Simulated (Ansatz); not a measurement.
The cluster Cu3Sn2⁺, relaxed as a singlet with RKS PBE-D4/def2-SVP in Ansatz, starting from the GFN1-xTB geometry. Force threshold 0.02 eV/Å.

In the def2 sets Sn takes a core potential; there is no spin–orbit coupling. The restricted singlet is unstable towards broken spin symmetry in Hartree–Fock (as tested in another run); at PBE-D4/def2-SVP this wasn't settled. The relaxation made no stability test and no search for a lower SCF solution. No other spin state of charge 1 was run. The structure comes from a short search, and lower isomers may exist.

Start:

```csv
atom,x (Å),y (Å),z (Å)
Cu1,-0.682,1.164,-0.473
Cu2,-1.688,-0.964,-0.175
Cu3,1.614,1.091,0.115
Sn4,0.029,-0.280,1.644
Sn5,0.727,-1.010,-1.110
```

(1) Estimate the energy that the relaxation releases and the steps that it takes.

(2) Does the start keep its bonding and symmetry?

(3) Predict the relaxed structure.

## Answers

(1) 2.2 kcal/mol, in 5 steps; 12 s on 4 threads of Arm Neoverse V1 on a shared host. No frequencies were taken in this run, so the end may be a saddle point.

(2) By distances, no bond broke or formed. The bond that changes most is Sn4–Sn5, from 2.93 to 3.12 Å (atoms count from 1). Point group C2v at the start, C2v at the end, both within 0.05 Å.

(3) 
```xyz
5

Cu   -0.7109    1.2130   -0.4993
Cu   -1.6648   -0.9843   -0.1607
Cu    1.6204    1.0602    0.1290
Sn    0.0076   -0.2576    1.7305
Sn    0.7477   -1.0313   -1.1995
```
Bond lengths (bridged metal pairs left out): 6 × Cu–Sn 2.63 to 2.77 Å; 2 × Cu–Cu 2.42 Å; 1 × Sn–Sn 3.12 Å.
